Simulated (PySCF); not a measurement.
**TcS₃⁻: one-bond stretch**

All numbers come from PBE0 in PySCF with Tc def2-SVPD with ECP28, S def2-SVPD; scalar-relativistic core potentials, no spin–orbit coupling; density-fitted integrals.

Rigid scan from the singlet minimum (Tc–S 2.103 Å (×3); S–Tc–S 120.0° (×3)). Coordinate: the bond from Tc to the last atom (S) scaled, the rest fixed. Energies in kJ/mol from the minimum.

```tsv
scale of one bond	E (kJ/mol)	dipole size (D, about the centre of mass)
0.92	44.5	1.17
0.96	9.7	0.59
1.00	0.0	0.00
1.05	11.4	0.73
1.12	53.2	1.71
1.20	118.3	2.75
1.35	247.6	4.41
1.55	391.6	–
1.80	512.9	–
2.20	606.7	–
```

At long bonds a restricted determinant can lie too high, and another spin state can fall below this curve.

Other isomers or separated fragments may lie lower.

The scan took 40 s on 2 threads of a shared Arm Neoverse V1 host; the process peaked at 1.2 GiB.
